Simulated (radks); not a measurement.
Question: The praseodymium ion Pr3+, configuration [Xe] 4f2. Method: scalar-relativistic Kohn-Sham, PBEsol, spin-polarised, spherical densities, finite nucleus; open shells are filled with parallel spins first (spin-orbit coupling, left out, can overturn this in heavy ions); Fermi nuclear charge, rms radius 4.8919 fm; computed with a radial shooting solver on a logarithmic mesh with Libxc functionals. Some entries of the table are withheld. Estimate them.

orbital  occ.  eigenvalue (hartree)  <r> (bohr)  <1/r> (bohr^-1)
1s down     1             -1536.975     0.02410            64.66
1s up       1             -1536.974     0.02410            64.66
2s up       1             -248.2170      0.1031            14.92
2s down     1             -248.2167      0.1031            14.92
2p up       3             -222.2597     0.09057            14.10
2p down     3             -222.2596     0.09057            14.10
3s up       1             -54.45553      0.2725            5.426
3s down     1             -54.43439      0.2725            5.428
3p up       3             -46.23306      0.2706            5.134
3p down     3             -46.21204      0.2705            5.136
3d up       5             -34.67348      0.2476            4.872
3d down     5             -34.65709      0.2475            4.874
4s up       1             -11.73726      0.6216            2.271
4s down     1             -11.67990      0.6215            2.272
4p up       3              -9.04445      0.6580            2.095
4p down     3              -8.98667      0.6578            2.095
4d up       5              -5.19012      0.7231            1.831
4d down     5              -5.13200      0.7232            1.831
5s up       1              -2.42756       1.464           0.9054
5s down     1              -2.39247       1.472           0.8991
5p up       3              -1.74090         (1)           0.7818
5p down     3              -1.71397         (2)           0.7749
4f up       2              -1.11950       1.006            1.292
4f down     0              -1.06748       1.021            1.281

Answer: 
(1) 5p up <r> (bohr): 1.672
(2) 5p down <r> (bohr): 1.683
